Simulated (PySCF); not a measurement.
Computed shifts of a molecule C3H2Cl2F2, PBE/pcSseg-1 (PySCF), GIAO, gas phase, atoms alike by connectivity averaged where their shifts nearly agree, in ppm (number of nuclei): ¹⁹F: -145.0 (2). ¹³C: 153.9 (1), 131.0 (1), 124.1 (1). ¹H: 6.87 (1), 6.27 (1). References: ¹⁹F against CFCl3 (σ = 133.6 ppm); ¹³C against TMS (σ = 182.0 ppm); ³⁵Cl against HCl (σ = 936.5 ppm); ¹H against TMS (σ = 31.49 ppm), references at their B3LYP-D3(BJ)/def2-TZVP geometries, non-relativistic (without spin–orbit terms, shifts of atoms bonded to Cl or Br come out too high). The structure is a stationary point at B3LYP-D3(BJ)/def2-SVP. Other conformers were not sampled.

Identify the compound among the candidates.
(A) FC1(F)CC1(Cl)Cl
(B) F[C@H]1[C@H](F)C1(Cl)Cl
(C) FC(F)C=C(Cl)Cl

C, FC(F)C=C(Cl)Cl
